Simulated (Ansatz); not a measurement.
Ansatz (a quantum-chemistry and plane-wave program) input (PBE0/aug-cc-pVTZ):

Ansatz 0.2 input:
```yaml
crystal:
  periodic: [false, false, false]
  atoms:
    - {symbol: H, position_ang: [0.00000000, 0.00000000, 0.00000000]}
basis:
  gaussian:
    orbitals: aug-cc-pVTZ
    final_grid: {core_spheres: 18, valence_spheres: 15, degree: 47}
hamiltonian:
  xc: {name: PBE0}
magnetization: {spin_polarized: true, initial_magnetization: 1}
scf: {lower_state_search: full}
```

Output:

```
Functional definition: PBE0
integrals: 0.00 GiB planned
64 factors; their error is unknown
mean field: 0.05 GiB planned
mean field evaluation 1: about -13.6360 eV, gradient 2.3e-1 eV
mean field evaluation 2: about -13.6370 eV, gradient 1.3e-2 eV
mean field evaluation 4: about -13.6368 eV, gradient 1.7e-3 eV
mean field evaluation 8: about -13.6368 eV, gradient 4.3e-5 eV
mean field evaluation 16: about -13.6368 eV, gradient 1.7e-3 eV
mean field -13.63684874 eV, -0.5011449478 hartree, gradient 4.3e-5 eV, S^2 0.750000; 2 other end points of the search recorded, 0 dependent functions left out
reference -13.63688810 eV, -0.5011463942 hartree; 1, 0 occupied and 22, 23 virtual orbitals, 64 factors
Total energy: -13.63688810 eV, -0.5011463942 hartree
```
